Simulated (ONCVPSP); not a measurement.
## titanium (Ti): from the effect back to the setting (ONCV)

Base potential:

- Element: Ti (Z = 22)
- Generator: ONCVPSP 4.0.1
- Type: optimised norm-conserving Vanderbilt (ONCV)
- Functional: Wu-Cohen
- Relativity: scalar-relativistic
- Frozen core: [Ar]
- Valence charge: 4
- Reference configuration: 3d2 4s1.75 4p0.25
- Partial waves: 4s: rc 2.50 bohr, ncon 3, nbas 8, qcut 2.9 1/bohr, 2 projectors, debl 1.7 Ha; 4p: rc 3.00 bohr, ncon 4, nbas 9, qcut 2.9 1/bohr, 2 projectors, debl 3 Ha; 3d: rc 1.25 bohr, ncon 5, nbas 8, qcut 7.8 1/bohr, local
- Local potential: the d channel
- Core correction: Teter function, fcfact 6, rcfact 1.45

Cutoffs, loose and tight: the cutoffs (Ha) at which the residual kinetic energy of the hardest occupied pseudo-wave falls to 1 and 0.1 mHa per electron. They do not see the model core or the augmentation charge, which bear on the density cutoff. Test errors are all-electron minus pseudo excitation energies from the reference, over the configurations 3d2 4s2 4p0; 3d2 4s1 4p0; 3d2 4s0 4p0; 3d1 4s0 4p0; variants that change the core or the reference have their own tests.

Only the qcut of the d channel is moved:

```tsv
qcut of the d channel (1/bohr)	cutoff, loose	cutoff, tight	bound ghosts	largest test error (meV)
5.1	140 Ha	156 Ha	s	-9.0 over the solved tests; 2 of 4 tests not solved or not reliable
6	139 Ha	155 Ha	s	-9.1 over the solved tests; 2 of 4 tests not solved or not reliable
7.4	131 Ha	150 Ha	s	3 of 4 tests not solved or not reliable
9	106 Ha	139 Ha	s	3 of 4 tests not solved or not reliable
10.4	51 Ha	116 Ha	s, p	-294 over the solved tests; 1 of 4 tests not solved or not reliable
11.2	54 Ha	64 Ha	s, p	-294 over the solved tests; 1 of 4 tests not solved or not reliable
```

**Question.** One more run gave cutoff, loose: 125 Ha; cutoff, tight: 146 Ha; bound ghosts: s; largest test error (meV): 3 of 4 tests not solved or not reliable. Which value of the qcut of the d channel was used?

**Answer.** 8 1/bohr. The tight cutoff moves one way along this sweep, from 156 Ha at 5.1 to 64 Ha at 11.2 1/bohr, which places the run between 7.4 and 9 1/bohr.
